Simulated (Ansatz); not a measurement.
BrH$_{3}$OSSi (`O[SiH](S)Br`) at its PBE0-D4/def2-TZVP geometry, where that method's forces vanish. Total charge 0; spin multiplicity 1.

```xyz
7

O    -1.6231    0.2481   -0.4226
Si   -0.0428   -0.1450   -0.4083
S     0.4514   -0.8907    1.5215
Br    1.2671    1.5942   -0.8604
H    -1.9397    0.8635    0.2422
H     0.1401   -1.1189   -1.4967
H     1.7470   -0.5512    1.4243
```

(1) What forces (eV/Å) does B3LYP-D4/def2-TZVPP give on these atoms in Ansatz 0.2.0? (An estimate is asked.)

## Answers

(1) Ansatz gave: 
```
O1  -0.126  0.042  0.015
Si2  0.017 -0.225 -0.209
S3   0.069 -0.062  0.151
Br4  0.133  0.190 -0.065
H5  -0.064  0.017  0.000
H6  -0.021  0.061  0.071
H7  -0.008 -0.023  0.036
```

B3LYP here is the variant with VWN-RPA as its local correlation; programs differ in this.
